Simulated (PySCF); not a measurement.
Magnetisability: `O=C=C(F)[C@@H](F)[C@H](F)Cl`, C₄H₂ClF₃O

Geometry (Å), atoms numbered from 1 in this order:
```xyz
11

O     2.291    1.275   -1.312
C     1.681    0.526   -0.675
C     1.113   -0.405    0.058
F     1.837   -1.541    0.303
C    -0.229   -0.366    0.715
F    -0.220    0.442    1.836
C    -1.333    0.165   -0.205
F    -1.640   -0.763   -1.139
Cl   -0.772    1.644   -1.024
H    -0.479   -1.378    1.059
H    -2.243    0.403    0.358
```

Method: PySCF 2.14.0, GIAO PBE/pcSseg-1 magnetisability, rotational g tensor and spin-rotation constants, non-relativistic, gas phase. Geometry: GFN2-xTB.

**Question.** What are the magnetisability and the molar susceptibility?

**Answer.** Isotropic -1096 × 10⁻³⁰ J/T², or -66.0 × 10⁻⁶ cm³/mol; principal values -1194, -1094, -1002 × 10⁻³⁰ J/T², anisotropy 166 × 10⁻³⁰ J/T² (root of half the summed squared differences of the principal values). The susceptibility is in cgs units.

**Question.** Split it along the inertial axes a, b, c into diamagnetic and paramagnetic parts about the centre of mass, with the quadrupole moment.

**Answer.** 
| axis | χ (10⁻⁶ cm³/mol) | diamagnetic (10⁻⁶ cm³/mol) | paramagnetic (10⁻⁶ cm³/mol) | summed x² of all electrons (Å²) | quadrupole Θ (D Å) |
| --- | --- | --- | --- | --- | --- |
| a | -68.7 | -783.8 | 715.0 | 163.0 | +1.47 |
| b | -61.6 | -956.5 | 894.9 | 122.3 | +2.68 |
| c | -67.8 | -1210.4 | 1142.6 | 62.5 | -4.15 |

Anisotropies 2χaa − χbb − χcc = -8.0 and 2χbb − χaa − χcc = +13.3 × 10⁻⁶ cm³/mol. Θ is traceless in Buckingham's convention.

**Question.** And the rotational g tensor?

**Answer.** 
```csv
axis,rotational constant (GHz),g,nuclear part,electronic part
a,1.5550,-0.0243,0.4981,-0.5223
b,1.2249,-0.0236,0.4914,-0.5150
c,0.9584,-0.0139,0.5006,-0.5145
```
Asymmetric top; isotopes 12C, 35Cl, 19F, 1H, 16O; no vibrational averaging.
